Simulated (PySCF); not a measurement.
A structure optimised at PBE-D3(BJ)/def2-SVP, used in a PySCF frequency run:

```xyz
11

In    -0.1961     0.0108     0.0000
Cl     1.0820    -2.0195     0.0000
C     -2.3323    -0.3388     0.0000
H     -2.8965     0.6123     0.0000
H     -2.5893    -0.9294    -0.9002
H     -2.5893    -0.9294     0.9002
C      1.0903     1.7360     0.0000
C      0.6204     2.9991     0.0000
H      2.1816     1.5629     0.0000
H      1.2967     3.8748     0.0000
H     -0.4585     3.2363     0.0000
```

### Question
Write its SMILES, formula and point group.

### Answer
C=[CH][In]([CH3])[Cl], C3H6ClIn, Cs

### Question
What are its rotational constants (standard atomic weights)?

### Answer
3.1707, 1.5665, 1.0557 GHz
